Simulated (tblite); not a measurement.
Compound: C₂H₁₀NSi₄ (doublet state).
SMILES with atom numbers: `[SiH2:1][N:2]([SiH3:3])[SiH2:4][C:5]#[C:6][SiH3:7]` (hydrogens: H8, H9 on Si1; H10, H11, H12 on Si3; H13, H14 on Si4; H15, H16, H17 on Si7)

Computed geometry: GFN2-xTB, gas phase. This method treats the open shell by occupation alone, without spin polarisation.

Problem. List the bond lengths, angles and torsions at this level.

Solution. 
| bond | length (Å) |
| --- | --- |
| Si1–N2 | 1.745 |
| N2–Si3 | 1.738 |
| N2–Si4 | 1.750 |
| Si4–C5 | 1.849 |
| C5≡C6 | 1.213 |
| C6–Si7 | 1.846 |
| Si1–H8, Si1–H9 | 1.463 |
| Si3–H10, Si3–H11, Si3–H12 | 1.463 |
| Si4–H13, Si4–H14 | 1.468 |
| Si7–H15, Si7–H16, Si7–H17 | 1.466 |

Bonds in one row agree within 0.01 Å and their mean is given. A selection of angles:
| angle | degrees |
| --- | --- |
| N2–Si1–H8 | 109.4 |
| N2–Si1–H9 | 110.8 |
| H8–Si1–H9 | 112.5 |
| Si1–N2–Si3 | 123.4 |
| Si1–N2–Si4 | 115.2 |
| Si3–N2–Si4 | 120.3 |
| N2–Si3–H10 | 109.8 |
| N2–Si3–H11 | 106.9 |
| H10–Si3–H11 | 110.5 |
| H11–Si3–H12 | 111.4 |
| N2–Si4–C5 | 105.3 |
| N2–Si4–H13 | 110.7 |
| N2–Si4–H14 | 109.0 |
| C5–Si4–H13 | 109.7 |
| C5–Si4–H14 | 111.5 |
| H13–Si4–H14 | 110.6 |
| Si4–C5–C6 | 175.4 |
| C5–C6–Si7 | 177.3 |
| C6–Si7–H15 | 108.8 |
| H15–Si7–H16 | 110.3 |

Dihedral angles: Si1–N2–Si4–C5 -36° (synclinal). The mirror-image conformer, all signs reversed, is as good.

Si7 (silicon bonded to C and 3 H) is tetrahedral (angles from 108.5° to 110.4°). Si1 (silicon bonded to N and 2 H) is pyramidal (angles 112.5°, 110.8° and 109.4°, sum 332.8°, 0.48 Å off the plane of its three neighbours). N2 (nitrogen bonded to 3 Si) is almost planar (angles 123.4°, 120.3° and 115.2°, sum 359.0°, 0.10 Å off the plane of its three neighbours). Si3 (silicon bonded to N and 3 H) is tetrahedral (angles from 106.9° to 111.4°). Of the pairs four or more bonds apart, Si1···C6 is among the closest relative to their van der Waals radii: 3.88 Å, 102 % of the sum of Bondi's values. Si4 (silicon bonded to C, N and 2 H) is distorted tetrahedral (angles from 105.3° to 111.5°).

Point group: C1 (no symmetry element, even within 0.4 Å). Its lowest GFN2-xTB frequency is 12 cm⁻¹, too small to tell a flat minimum from a shallow saddle. Torsions: H–Si1–N2–Si3 -28° and 96°, Si1–N2–Si4–C5 -36°. 3 starts were optimised and ended at 0.00, 0.33 and 0.34 kcal/mol (GFN2-xTB); the lowest of these is shown.
